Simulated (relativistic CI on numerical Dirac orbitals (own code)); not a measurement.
# Zr²⁺: resonant inelastic scattering at the M2,3 edge

Computed with this model: Dirac-Coulomb-Breit CI, orbitals from a KLI potential per configuration, model QED, valence Slater integrals scaled by 0.7, Kramers-Heisenberg scattering through one core-hole configuration in a parametric crystal field; configurations [Kr] 4d2 → [Ne] 3s2 3p5 3d10 4s2 4p6 4d3; 300 K; core-hole width 2 eV; summed over polarisations. Incident energies are the highest absorption maxima for each field (at most a few, so the weaker spin-orbit partner edge can be absent), on the computed scale of the free ion. Intensities are in per cent of the strongest line above 0.02 eV; levels within 1 cm⁻¹ are merged; final levels count from the ground level, the first row holds all elastic scattering, lines under 0.4 are left out and each table stops after 24 rows. The scale of the Slater integrals is a model choice and moves the terms in proportion.

Field parameters in Wybourne normalisation: Oh B⁴₀ = 21Dq, B⁴₄ = √(5/14) B⁴₀. The field is a parameter set, without covalency.

S is read from ⟨S²⟩ = S(S + 1).

Oh, 10Dq = 18750 cm⁻¹:

| Final level (eV) | Degeneracy | Irrep | S | 335.9 eV | 349.4 eV |
| --- | --- | --- | --- | --- | --- |
| 0.000 | 2 | E | 1.00 | 1775.2 | 287.1 |
| 0.001 | 3 | T2 | 1.00 | 10.7 | 10.3 |
| 0.056 | 3 | T1 | 1.00 | 28.8 | 7.4 |
| 0.082 | 1 | A1 | 1.00 | 6.0 | 7.1 |
| 0.835 | 3 | T2 | 0.01 | 31.2 | 26.3 |
| 0.844 | 2 | E | 0.01 | 14.8 | 7.2 |
| 1.875 | 1 | A1 | 0.01 | 28.3 | 23.0 |
| 2.204 | 1 | A2 | 1.00 | 40.8 | 6.7 |
| 2.216 | 3 | T2 | 1.00 | 100.0 | 20.5 |
| 2.237 | 3 | T1 | 1.00 | 35.2 | 20.0 |
| 2.237 | 2 | E | 1.00 | 36.0 | 17.8 |
| 2.913 | 1 | A1 | 1.00 | 14.8 | 10.7 |
| 2.927 | 3 | T1 | 1.00 | 44.0 | 18.5 |
| 2.953 | 3 | T2 | 0.98 | 45.6 | 13.1 |
| 2.958 | 2 | E | 1.00 | 41.8 | 3.1 |
| 3.142 | 3 | T2 | 0.05 | 12.8 | 8.1 |
| 3.347 | 3 | T1 | 0.00 | 10.5 | 8.3 |
| 4.554 | 3 | T2 | 1.00 | 1.5 | 0.4 |

Oh, 10Dq = 26700 cm⁻¹:

| Final level (eV) | Degeneracy | Irrep | S | 334.1 eV | 336.8 eV | 350.6 eV |
| --- | --- | --- | --- | --- | --- | --- |
| 0.000 | 2 | E | 1.00 | 1439.7 | 1448.9 | 258.9 |
| 0.001 | 3 | T2 | 1.00 | 34.0 | 5.2 | 3.1 |
| 0.053 | 3 | T1 | 1.00 | 60.3 | 20.4 | 6.6 |
| 0.078 | 1 | A1 | 1.00 | 5.1 | 4.2 | 3.3 |
| 0.829 | 3 | T2 | 0.00 | 72.7 | 17.7 | 7.1 |
| 0.835 | 2 | E | 0.00 | 28.9 | 7.3 | 1.7 |
| 1.910 | 1 | A1 | 0.00 | 18.4 | 12.6 | 5.1 |
| 3.178 | 1 | A2 | 1.00 | 7.4 | 44.6 | 8.7 |
| 3.189 | 3 | T2 | 1.00 | 18.8 | 100.0 | 27.7 |
| 3.210 | 3 | T1 | 1.00 | 7.7 | 32.6 | 23.5 |
| 3.210 | 2 | E | 1.00 | 6.7 | 36.9 | 21.4 |
| 3.878 | 1 | A1 | 1.00 | 1.7 | 19.3 | 11.9 |
| 3.892 | 3 | T1 | 1.00 | 5.7 | 51.7 | 24.5 |
| 3.916 | 3 | T2 | 0.98 | 7.1 | 55.0 | 22.7 |
| 3.921 | 2 | E | 1.00 | 6.7 | 49.0 | 7.1 |
| 4.111 | 3 | T2 | 0.04 | 2.3 | 19.6 | 13.3 |
| 4.321 | 3 | T1 | 0.00 | 1.5 | 16.4 | 14.7 |
| 6.512 | 3 | T2 | 1.00 | 0.1 | 0.9 | 0.4 |

Oh, 10Dq = 14600 cm⁻¹:

```
Final level (eV)  Degeneracy  Irrep     S  335.5 eV  349.3 eV
           0.000           2      E  1.00    2401.6     366.7
           0.002           3     T2  1.00      18.4      11.6
           0.058           3     T1  1.00      43.8       8.9
           0.085           1     A1  1.00       8.9      11.0
           0.838           3     T2  0.01      49.8      37.2
           0.852           2      E  0.01      25.0      10.4
           1.700           1     A2  1.00      37.2       8.1
           1.713           3     T2  1.00     100.0      23.1
           1.733           3     T1  1.00      36.6      19.7
           1.734           2      E  1.00      36.5      19.1
           1.841           1     A1  0.01      31.1      27.0
           2.417           1     A1  1.00      13.7      12.7
           2.430           3     T1  1.00      44.0      22.3
           2.458           3     T2  0.98      46.9      14.9
           2.463           2      E  1.00      43.4       3.9
           2.642           3     T2  0.06      12.3      10.5
           2.843           3     T1  0.00       9.3       9.9
           3.536           3     T2  1.00       2.4       0.8
```

For the first field the strongest loss at the lowest incident energy is the level at 2.22 eV (S = 1.00, against 1.00 in the thermal ground state). Levels of other spin, the first over 8 % at 0.83 eV, appear because spin-orbit coupling of the core hole, and in heavier ions of the valence shell too, mixes spins.
